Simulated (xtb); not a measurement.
xtb input (GFN2-xTB):

```bash
xtb mol.xyz --gfn 2 --ohess tight --chrg -1 --uhf 0
```
mol.xyz:
```
9

C     -1.97618244     0.32321803    -0.18710357
C     -0.76611289     0.41836552     0.45081123
C      0.40722935    -0.50527633     0.14755375
C      1.58248342     0.33177046    -0.30258986
N      2.51175370     0.97276379    -0.58216231
H     -2.16523840    -0.44657208    -1.00497504
H     -0.61783970     1.12177771     1.18337565
H      0.20643338    -1.21978289    -0.68210070
H      0.67945380    -1.03926896     0.98304751
```

Output:

```
           -------------------------------------------------
          |                Calculation Setup                |
           -------------------------------------------------

           -------------------------------------------------
          |                 G F N 2 - x T B                 |
           -------------------------------------------------

        Reference                      10.1021/acs.jctc.8b01176
      * Hamiltonian:
        H0-scaling (s, p, d)           1.850000    2.230000    2.230000
        zeta-weighting                 0.500000
      * Dispersion:
        s8                             2.700000
        a1                             0.520000
        a2                             5.000000
        s9                             5.000000
      * Repulsion:
        kExp                           1.500000    1.000000
        rExp                           1.000000
      * Coulomb:
        alpha                          2.000000
        third order                    shell-resolved
        anisotropic                    true
        a3                             3.000000
        a5                             4.000000
        cn-shift                       1.200000
        cn-exp                         4.000000
        max-rad                        5.000000

          ...................................................
          :                      SETUP                      :
          :.................................................:
          :  # basis functions                  24          :
          :  # atomic orbitals                  24          :
          :  # shells                           14          :
          :  # electrons                        26          :
          :  max. iterations                   250          :
          :  Hamiltonian                  GFN2-xTB          :
          :  restarted?                      false          :
          :  GBSA solvation                  false          :
          :  PC potential                    false          :
          :  electronic temp.          300.0000000     K    :
          :  accuracy                    1.0000000          :
          :  -> integral cutoff          0.2500000E+02      :
          :  -> integral neglect         0.1000000E-07      :
          :  -> SCF convergence          0.1000000E-05 Eh   :
          :  -> wf. convergence          0.1000000E-03 e    :
          :  Broyden damping             0.4000000          :
          :  net charge                         -1          :
          :  unpaired electrons                  0          :
          ...................................................

 iter      E             dE          RMSdq      gap      omega  full diag
   1    -13.7027848 -0.137028E+02  0.587E+00    3.56       0.0  T
   2    -13.7325130 -0.297282E-01  0.438E+00    1.16       1.0  T
   3    -13.7577087 -0.251957E-01  0.250E+00    2.04       1.0  T
   4    -13.7454287  0.122801E-01  0.155E+00    0.72       1.0  T
   5    -13.7753056 -0.298769E-01  0.618E-01    1.66       1.0  T
   6    -13.7772543 -0.194872E-02  0.303E-01    1.50       1.0  T
[...]

     #   Z          #   Z                                           value/Å
     1   6 C        2   6 C                                       1.3047042
     3   6 C        4   6 C                                       1.4104844 (max)
     4   6 C        5   7 N                                       1.1611235
     2   6 C        7   1 H                                       1.0923004 (min)
     3   6 C        8   1 H                                       1.0947508
Molecule has no symmetry elements
It seems to be the C1 point group
     3   6 C        9   1 H                                       1.0983016

 * 3 distinct bonds (by element types)

   Z      Z             #   av. dist./Å        max./Å        min./Å
   1 H    6 C           3     1.0951176     1.0983016     1.0923004
   6 C    6 C           2     1.3575943     1.4104844     1.3047042
   6 C    7 N           1     1.1611235     1.1611235     1.1611235

           -------------------------------------------------
          |               Frequency Printout                |
           -------------------------------------------------
 projected vibrational frequencies (cm⁻¹)
eigval :       -0.00    -0.00    -0.00     0.00     0.00     0.00
eigval :       75.05   180.56   368.72   388.30   452.57   607.17
eigval :      714.64   851.06  1011.02  1029.31  1056.02  1083.48
eigval :     1190.94  1295.25  1433.93  1586.27  2293.08  2599.68
eigval :     2865.18  2899.44  2925.84
 reduced masses (amu)
   1: 11.78   2: 10.98   3: 11.86   4: 12.46   5: 12.34   6:  8.24   7:  8.86   8: 10.65
   9:  9.16  10:  9.09  11: 11.35  12:  6.81  13: 11.00  14:  6.04  15:  7.13  16:  3.06
  17:  4.97  18:  2.62  19:  4.57  20:  1.89  21:  2.39  22: 11.06  23: 12.67  24:  1.99
  25:  1.81  26:  1.78  27:  1.66
 IR intensities (km·mol⁻¹)
   1: 10.81   2: 20.76   3: 14.83   4:  1.65   5: 13.44   6:  4.44   7:  6.99   8:  9.82
   9:  7.45  10:  6.84  11: 29.63  12: 17.78  13:149.25  14: 16.56  15:126.50  16: 25.48
  17:132.69  18:  4.57  19:  6.24  20: 57.15  21:  0.82  22:263.58  23:******  24:690.10
  25:104.08  26:214.22  27:103.14
 Raman intensities (Ä⁴*amu⁻¹)
   1:  0.00   2:  0.00   3:  0.00   4:  0.00   5:  0.00   6:  0.00   7:  0.00   8:  0.00
   9:  0.00  10:  0.00  11:  0.00  12:  0.00  13:  0.00  14:  0.00  15:  0.00  16:  0.00
  17:  0.00  18:  0.00  19:  0.00  20:  0.00  21:  0.00  22:  0.00  23:  0.00  24:  0.00
  25:  0.00  26:  0.00  27:  0.00
 output can be read by thermo (or use thermo option).
 writing <g98.out> molden fake output.
 recommended (thermochemical) frequency scaling factor: 1.0
           -------------------------------------------------
          |             Thermodynamic Functions             |
           -------------------------------------------------

c1  symmetry found (for desy threshold:  0.10E+00) used in thermo

          ...................................................
          :                      SETUP                      :
          :.................................................:
          :  # frequencies                          21      :
          :  # imaginary freq.                       0      :
          :  linear?                             false      :
          :  only rotor calc.                    false      :
          :  symmetry                               c1      :
          :  rotational number                       1      :
          :  scaling factor                  1.0000000      :
          :  rotor cutoff                   50.0000000 cm⁻¹ :
          :  imag. cutoff                  -20.0000000 cm⁻¹ :
          :.................................................:

    mode    ω/cm⁻¹     T·S(HO)/kcal·mol⁻¹    T·S(FR)/kcal·mol⁻¹   T·S(vib)
   ------------------------------------------------------------------------
       1     75.05    -1.19747 ( 83.54%)    -0.93575 ( 16.46%)    -1.15440
       2    180.56    -0.69249 ( 99.42%)    -0.67596 (  0.58%)    -0.69239
   ------------------------------------------------------------------------

   temp. (K)  partition function   enthalpy   heat capacity  entropy
                                   cal/mol     cal/K/mol   cal/K/mol   J/K/mol
 298.15  VIB   10.4                 1750.896     12.284     10.380
         ROT  0.734E+05              888.752      2.981     25.245
         INT  0.762E+06             2639.648     15.265     35.625
         TR   0.520E+27             1481.254      4.968     38.466
         TOT                        4120.9020    20.2332    74.0906   309.9952

       T/K    H(0)-H(T)+PV         H(T)/Eh          T*S/Eh         G(T)/Eh
Note: The following floating-point exceptions are signalling: IEEE_DENORMAL
normal termination of xtb
   ------------------------------------------------------------------------
    298.15    0.656708E-02    0.678669E-01    0.352028E-01    0.326640E-01
   ------------------------------------------------------------------------

         :::::::::::::::::::::::::::::::::::::::::::::::::::::
         ::                  THERMODYNAMIC                  ::
         :::::::::::::::::::::::::::::::::::::::::::::::::::::
         :: total free energy         -13.528904647276 Eh   ::
         ::.................................................::
         :: total energy              -13.561568661580 Eh   ::
         :: zero point energy           0.061299788108 Eh   ::
         :: G(RRHO) w/o ZPVE           -0.028635773803 Eh   ::
         :: G(RRHO) contrib.            0.032664014304 Eh   ::
         :::::::::::::::::::::::::::::::::::::::::::::::::::::

optimized geometry written to: xtbopt.xyz

           -------------------------------------------------
          | TOTAL ENERGY              -13.561568661580 Eh   |
          | TOTAL ENTHALPY            -13.493701798180 Eh   |
          | TOTAL FREE ENERGY         -13.528904647276 Eh   |
          | GRADIENT NORM               0.000149400522 Eh/α |
          | HOMO-LUMO GAP               2.031579326724 eV   |
           -------------------------------------------------

------------------------------------------------------------------------
------------------------------------------------------------------------
 total:
 SCF:
 ANC optimizer:
 analytical hessian:
```

It need not be the lowest isomer of its formula. Whether it binds its extra electron was not tested at this geometry.
